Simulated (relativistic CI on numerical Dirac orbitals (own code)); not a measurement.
# Zr²⁺ (4d2) in a crystal field

Calculated by Dirac-Coulomb-Breit CI, orbitals from a KLI potential per configuration, QED by a radiative potential, valence Slater integrals scaled by 0.7, one configuration in a parametric crystal field (own radial code).

Field parameters in Wybourne normalisation: D3d B²₀ = −7Dσ, B⁴₀ = −14Dq − 21Dτ, B⁴₃ = −14√(10/7) Dq; D4h B²₀ = −7Ds, B⁴₀ = 21(Dq − Dt), B⁴₄ = 21√(5/14) Dq; Td as Oh with Dq negative (B⁴₀ = 21Dq, B⁴₄ = √(5/14) B⁴₀). The field is a parameter set, without covalency.

S is read from ⟨S²⟩ = S(S + 1).

Powder χT (cm³ K mol⁻¹) by Van Vleck's formula, with temperature-independent terms:

```csv
Field,2 K,5 K,10 K,20 K,50 K,100 K,200 K,300 K
"D3d, 10Dq = 9300, Dσ = -330, Dτ = -270 cm⁻¹",0.202,0.469,0.653,0.727,0.761,0.784,0.823,0.862
"D3d, 10Dq = 10300, Dσ = -1060, Dτ = 450 cm⁻¹",0.0172,0.0241,0.0355,0.0584,0.127,0.243,0.461,0.637
"D3d, 10Dq = 15700, Dσ = 1200, Dτ = -160 cm⁻¹",0.146,0.159,0.18,0.223,0.343,0.483,0.66,0.771
"D3d, 10Dq = 21500, Dσ = 1110, Dτ = -400 cm⁻¹",0.0312,0.0779,0.157,0.299,0.464,0.543,0.64,0.73
"D3d, 10Dq = 37100, Dσ = -1020, Dτ = -30 cm⁻¹",0.137,0.342,0.607,0.794,0.873,0.894,0.915,0.934
"D4h, 10Dq = 34850, Ds = 620, Dt = 40 cm⁻¹",0.0755,0.189,0.374,0.607,0.763,0.809,0.85,0.884
"Td, 10Dq = -7450 cm⁻¹",0.817,0.817,0.819,0.822,0.83,0.844,0.872,0.9
"Td, 10Dq = -8300 cm⁻¹",0.835,0.836,0.837,0.84,0.847,0.86,0.885,0.91
```

Task: For Td, 10Dq = -8300 cm⁻¹: what effective moment follows at 300 K?

Result: μ_eff = √(8χT) = 2.70 μB. The ground level has S = 1.00; the spin-only moment for S = 1 is 2.83 μB. The difference comes from the orbital moment, spin-orbit mixing of terms and temperature-independent paramagnetism, all larger in this ionic model than in covalent complexes.
